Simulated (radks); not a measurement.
Results of a calculation; reference values are marked as such.
Dispersion coefficients C6 (hartree bohr^6) between ground-configuration atoms and ions, from the Casimir-Polder integral (3/pi) of alpha_A(iw) alpha_B(iw). Code: a radial shooting solver on a logarithmic mesh with Libxc functionals. Model: non-relativistic Kohn-Sham, PBE, spin-polarised, spherical densities, point nucleus; open shells are filled with parallel spins first. Response by self-consistent Sternheimer equations with the Hartree and adiabatic LDA kernel.

| C6 | N | N+ | N2+ | N3+ | N4+ | N5+ | N6+ |
|---|---|---|---|---|---|---|---|
| N | 28.18 |  |  |  |  |  |  |
| N+ | 15.18 | 8.327 |  |  |  |  |  |
| N2+ | 9.966 | 5.469 | 3.592 |  |  |  |  |
| N3+ | 7.548 | 4.092 | 2.687 | 2.028 |  |  |  |
| N4+ | 4.648 | 2.466 | 1.620 | 1.239 | 0.7780 |  |  |
| N5+ | 0.03617 | 0.02241 | 0.01505 | 0.01043 | 0.005763 | 0.0003136 |  |
| N6+ | 0.01463 | 0.009077 | 0.006102 | 0.004229 | 0.002338 | 0.0001336 | 0.00005711 |

Static polarisabilities (bohr^3): N ([He] 2s2 2p3) 8.279, N+ ([He] 2s2 2p2) 3.849, N2+ ([He] 2s2 2p1) 2.537, N3+ ([He] 2s2) 2.064, N4+ ([He] 2s1) 1.531, N5+ ([He]) 0.004798, N6+ (1s1) 0.001928. The combination rule 2 Ca Cb / ((alpha_b/alpha_a) Ca + (alpha_a/alpha_b) Cb) gives 0.005270 for N6+-N2+, against 0.006102 from the integral.
